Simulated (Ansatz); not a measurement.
Ansatz (a program for electronic structure) input (B3LYP-D3(BJ)/def2-TZVP):

Ansatz 0.2 input:
```yaml
crystal:
  periodic: [false, false, false]
  atoms:
    - {symbol: Cs, position_ang: [-0.00000000, -0.00000000, -1.22009712]}
    - {symbol: Br, position_ang: [0.00000000, 0.00000000, 1.91729547]}
basis:
  gaussian:
    orbitals: def2-TZVP
hamiltonian:
  xc: b3lyp
  dispersion: d3bj
phonons: {temperatures: {t_min: 298.15, t_max: 298.15, t_step: 100}}
```

Output:

```
Functional definition: B3LYP
integrals: 0.03 GiB planned
652 factors; integrals over basis functions are off by at most 3.8e-4 eV
mean field: 0.23 GiB planned
mean field evaluation 1: about -70596.6895 eV, gradient 1.9e1 eV
mean field evaluation 2: about -70594.9643 eV, gradient 3.2e1 eV
mean field evaluation 4: about -70598.1499 eV, gradient 6.2e-1 eV
mean field evaluation 8: about -70598.1783 eV, gradient 2.8e-2 eV
mean field -70598.17833685 eV, -2594.4352007153 hartree, gradient 7.6e-5 eV, S^2 0.000000; 0 other end points of the search recorded, 0 dependent functions left out
the calculation of the forces begins
reference -70598.17859987 eV, -2594.4352103809 hartree; 22, 22 occupied and 55, 55 virtual orbitals, 652 factors
these checks for a lower state are left out or cut short: stability, starts, cluster_reference, orbital_swaps, neighbouring_geometries, increment
integrals: 0.03 GiB planned
652 factors; integrals over basis functions are off by at most 3.8e-4 eV
mean field: 0.23 GiB planned
mean field evaluation 16: about -70598.1503 eV, gradient 2.2e-1 eV
mean field -70598.17833685 eV, -2594.4352007154 hartree, gradient 1.3e-6 eV, S^2 0.000000; 0 other end points of the search recorded, 0 dependent functions left out
the calculation of the forces begins
reference -70598.17859987 eV, -2594.4352103811 hartree; 22, 22 occupied and 55, 55 virtual orbitals, 652 factors
these checks for a lower state are left out or cut short: stability, starts, cluster_reference, orbital_swaps, neighbouring_geometries, increment
integrals: 0.03 GiB planned
652 factors; integrals over basis functions are off by at most 3.8e-4 eV
mean field: 0.23 GiB planned
mean field -70598.17833685 eV, -2594.4352007154 hartree, gradient 1.3e-6 eV, S^2 0.000000; 0 other end points of the search recorded, 0 dependent functions left out
the calculation of the forces begins
reference -70598.17859987 eV, -2594.4352103811 hartree; 22, 22 occupied and 55, 55 virtual orbitals, 652 factors
these checks for a lower state are left out or cut short: stability, starts, cluster_reference, orbital_swaps, neighbouring_geometries, increment
integrals: 0.03 GiB planned
652 factors; integrals over basis functions are off by at most 3.8e-4 eV
mean field: 0.23 GiB planned
mean field evaluation 32: about -70598.1783 eV, gradient 4.1e-6 eV
mean field -70598.17833685 eV, -2594.4352007154 hartree, gradient 1.3e-6 eV, S^2 0.000000; 0 other end points of the search recorded, 0 dependent functions left out
the calculation of the forces begins
reference -70598.17859987 eV, -2594.4352103811 hartree; 22, 22 occupied and 55, 55 virtual orbitals, 652 factors
these checks for a lower state are left out or cut short: stability, starts, cluster_reference, orbital_swaps, neighbouring_geometries, increment
integrals: 0.03 GiB planned
652 factors; integrals over basis functions are off by at most 3.8e-4 eV
mean field: 0.23 GiB planned
mean field -70598.17833685 eV, -2594.4352007154 hartree, gradient 1.3e-6 eV, S^2 0.000000; 0 other end points of the search recorded, 0 dependent functions left out
the calculation of the forces begins
reference -70598.17859987 eV, -2594.4352103811 hartree; 22, 22 occupied and 55, 55 virtual orbitals, 652 factors
these checks for a lower state are left out or cut short: stability, starts, cluster_reference, orbital_swaps, neighbouring_geometries, increment
integrals: 0.03 GiB planned
652 factors; integrals over basis functions are off by at most 3.8e-4 eV
mean field: 0.23 GiB planned
mean field -70598.17831449 eV, -2594.4351998936 hartree, gradient 2.1e-6 eV, S^2 0.000000; 0 other end points of the search recorded, 0 dependent functions left out
the calculation of the forces begins
reference -70598.17857735 eV, -2594.4352095536 hartree; 22, 22 occupied and 55, 55 virtual orbitals, 652 factors
these checks for a lower state are left out or cut short: stability, starts, cluster_reference, orbital_swaps, neighbouring_geometries, increment
integrals: 0.03 GiB planned
652 factors; integrals over basis functions are off by at most 3.7e-4 eV
mean field: 0.23 GiB planned
mean field -70598.17833604 eV, -2594.4352006854 hartree, gradient 2.5e-6 eV, S^2 0.000000; 0 other end points of the search recorded, 0 dependent functions left out
the calculation of the forces begins
reference -70598.17859921 eV, -2594.4352103568 hartree; 22, 22 occupied and 55, 55 virtual orbitals, 652 factors
these checks for a lower state are left out or cut short: stability, starts, cluster_reference, orbital_swaps, neighbouring_geometries, increment
integrals: 0.03 GiB planned
652 factors; integrals over basis functions are off by at most 3.8e-4 eV
mean field: 0.23 GiB planned
mean field evaluation 64: about -70598.1783 eV, gradient 1.3e-6 eV
mean field -70598.17833685 eV, -2594.4352007154 hartree, gradient 1.3e-6 eV, S^2 0.000000; 0 other end points of the search recorded, 0 dependent functions left out
the calculation of the forces begins
reference -70598.17859987 eV, -2594.4352103811 hartree; 22, 22 occupied and 55, 55 virtual orbitals, 652 factors
these checks for a lower state are left out or cut short: stability, starts, cluster_reference, orbital_swaps, neighbouring_geometries, increment
integrals: 0.03 GiB planned
652 factors; integrals over basis functions are off by at most 3.8e-4 eV
mean field: 0.23 GiB planned
mean field -70598.17833685 eV, -2594.4352007154 hartree, gradient 1.3e-6 eV, S^2 0.000000; 0 other end points of the search recorded, 0 dependent functions left out
the calculation of the forces begins
reference -70598.17859987 eV, -2594.4352103811 hartree; 22, 22 occupied and 55, 55 virtual orbitals, 652 factors
these checks for a lower state are left out or cut short: stability, starts, cluster_reference, orbital_swaps, neighbouring_geometries, increment
integrals: 0.03 GiB planned
652 factors; integrals over basis functions are off by at most 3.8e-4 eV
mean field: 0.23 GiB planned
mean field -70598.17833685 eV, -2594.4352007154 hartree, gradient 1.3e-6 eV, S^2 0.000000; 0 other end points of the search recorded, 0 dependent functions left out
the calculation of the forces begins
reference -70598.17859987 eV, -2594.4352103811 hartree; 22, 22 occupied and 55, 55 virtual orbitals, 652 factors
these checks for a lower state are left out or cut short: stability, starts, cluster_reference, orbital_swaps, neighbouring_geometries, increment
integrals: 0.03 GiB planned
652 factors; integrals over basis functions are off by at most 3.8e-4 eV
mean field: 0.23 GiB planned
mean field -70598.17833685 eV, -2594.4352007154 hartree, gradient 1.3e-6 eV, S^2 0.000000; 0 other end points of the search recorded, 0 dependent functions left out
the calculation of the forces begins
reference -70598.17859987 eV, -2594.4352103811 hartree; 22, 22 occupied and 55, 55 virtual orbitals, 652 factors
these checks for a lower state are left out or cut short: stability, starts, cluster_reference, orbital_swaps, neighbouring_geometries, increment
integrals: 0.03 GiB planned
652 factors; integrals over basis functions are off by at most 3.7e-4 eV
mean field: 0.23 GiB planned
mean field -70598.17833604 eV, -2594.4352006854 hartree, gradient 2.5e-6 eV, S^2 0.000000; 0 other end points of the search recorded, 0 dependent functions left out
the calculation of the forces begins
reference -70598.17859921 eV, -2594.4352103568 hartree; 22, 22 occupied and 55, 55 virtual orbitals, 652 factors
these checks for a lower state are left out or cut short: stability, starts, cluster_reference, orbital_swaps, neighbouring_geometries, increment
integrals: 0.03 GiB planned
652 factors; integrals over basis functions are off by at most 3.8e-4 eV
mean field: 0.23 GiB planned
mean field evaluation 96: about -70598.1783 eV, gradient 8.1e-5 eV
mean field -70598.17831449 eV, -2594.4351998936 hartree, gradient 2.1e-6 eV, S^2 0.000000; 0 other end points of the search recorded, 0 dependent functions left out
the calculation of the forces begins
reference -70598.17857735 eV, -2594.4352095536 hartree; 22, 22 occupied and 55, 55 virtual orbitals, 652 factors
Total energy: -70598.23705294 eV, -2594.4373584919 hartree
Atom 0 at    -0.000000    -0.000000    -1.220097 Å, force    -0.000000     0.000000     0.000020 eV/Å
Atom 1 at     0.000000     0.000000     1.917295 Å, force     0.000000    -0.000000    -0.000020 eV/Å
Dipole moment:     0.000000    -0.000000    -2.295785 e Å
Vibrations: 142.32 cm⁻¹, zero-point energy 0.008823 eV
```
